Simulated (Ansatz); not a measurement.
Basis sets compared for the cluster Mg₂Zn⁻. The state is a doublet with charge -1. Geometry PBE0/def2-TZVPD. Ansatz on 4 threads of Arm Neoverse V2 on a shared host; times are rough, and most runs start from earlier orbitals.

```xyz
3

Mg   -1.4428   -0.8166   -0.5015
Mg    0.0801    1.6802    0.4129
Zn    1.3627   -0.8636    0.0886
```

At PBE/def2-SVPD, PBE/def2-TZVPD, PBE0/def2-SVPD, PBE0/def2-TZVPD the highest occupied level of the charge -1 doublet lies above zero (up to 0.92 eV). By energy differences its removal costs 0.81 eV (vertical, to the charge 0 singlet, at PBE0/def2-TZVPD). The structure comes from a short search, and lower isomers may exist.

```
         level  functions  energy (Eh)  HOMO (eV)  LUMO (eV)  wall time
 PBE/def2-SVPD         76   -2178.6572       0.92       1.37      1.2 s
PBE0/def2-SVPD         76   -2178.7124       0.39       1.82      2.7 s
```

Question: Estimate the rows for PBE/def2-TZVPD, PBE0/def2-TZVPD.

Answer: 
| level | functions | energy (Eh) | HOMO (eV) | LUMO (eV) | wall time |
| --- | --- | --- | --- | --- | --- |
| PBE/def2-TZVPD | 121 | -2179.0629 | 0.92 | 1.36 | 1.8 s |
| PBE0/def2-TZVPD | 121 | -2179.1085 | 0.39 | 1.82 | 12 s |
